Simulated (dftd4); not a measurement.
C$_{3}$H$_{9}$ClSi, charge +1, doublet, geometry from GFN2-xTB (a state made from the parent by changing its charge; the spin is typed, not shown lowest); dftd4 with D4 for tpssh.

Input for dftd4:
```
$ dftd4 mol.xyz --func tpssh --charge 1 --json dftd4.json --noedisp --grad

# file mol.xyz
14

C     -1.06388584     1.45690823    -1.06697605
Si    -0.13299615     0.04835905    -0.22346662
C      1.25951677    -0.76400865    -1.35353272
C     -1.17598286    -1.61597947    -0.08841501
Cl     0.65375513     0.46638785     1.57263565
H     -1.46681516     1.16911933    -2.03646840
H     -1.90020482     1.80571732    -0.46111094
H     -0.42194131     2.32283395    -1.22899336
H      1.74584862    -1.58379685    -0.83628964
H      0.82833941    -1.11182989    -2.28480650
H      1.97324999     0.03065881    -1.54527291
H     -1.50789154    -1.92907517    -1.07125381
H     -2.03001358    -1.36973709     0.53421811
H     -0.59035104    -2.40103118     0.37724679
```

It wrote (shortened):

```
                    ____  _____ _____     ____  _  _
      -------------|  _ \|  ___|_   _|---|  _ \| || |------------
     |             | | | | |_    | | ___ | | | | || |_           |
     |             | |_| |  _|   | ||___|| |_| |__   _|          |
     |             |____/|_|     |_|     |____/   |_|            |
     |             ===================================           |
     |            E. Caldeweyher, S. Ehlert & S. Grimme          |
     |          Mulliken Center for Theoretical Chemistry        |
     |                    University of Bonn                     |
      -----------------------------------------------------------

Rational (Becke-Johnson) damping: tpssh-D4-ATM
---------------------
  s6         1.0000
  s8         1.8590
  s9         1.0000
  a1         0.4429
  a2         4.6023
 alp        16.0000
--------------------

Dispersion energy:      -1.3057185329413E-02 Eh

Gradient norm:           1.0616242843713E-03 Eh/a0
--------------------------------------------------
     #    Z           dE/dx      dE/dy      dE/dz
--------------------------------------------------
     1    6 C    -2.042E-04  3.491E-04 -1.580E-04
     2   14 Si    1.064E-05 -1.751E-04 -9.745E-05
     3    6 C     1.920E-04 -7.771E-05 -1.359E-04
     4    6 C    -1.462E-04 -1.960E-04  3.976E-05
     5   17 Cl    2.812E-04  2.267E-04  6.940E-04
     6    1 H    -7.157E-05  1.015E-04 -6.941E-05
     7    1 H    -6.991E-05  9.878E-05 -3.792E-05
     8    1 H    -4.742E-05  1.067E-04 -4.960E-05
     9    1 H     1.039E-04 -4.988E-05 -6.171E-05
    10    1 H     8.943E-05 -4.756E-05 -9.808E-05
    11    1 H     1.103E-04 -2.299E-05 -7.625E-05
    12    1 H    -8.833E-05 -1.097E-04 -5.740E-06
    13    1 H    -9.348E-05 -9.426E-05  2.958E-05
    14    1 H    -6.636E-05 -1.095E-04  2.675E-05
--------------------------------------------------

Virial:
--------------------------------------------------
      component           x          y          z
--------------------------------------------------
          x       3.603E-03 -3.765E-04  3.875E-04
          y      -3.765E-04  4.274E-03 -4.867E-05
          z       3.875E-04 -4.867E-05  3.983E-03
--------------------------------------------------

[Info] Dispersion results written to 'dftd4.txt'
[Info] JSON dump of results written to 'dftd4.json'
```
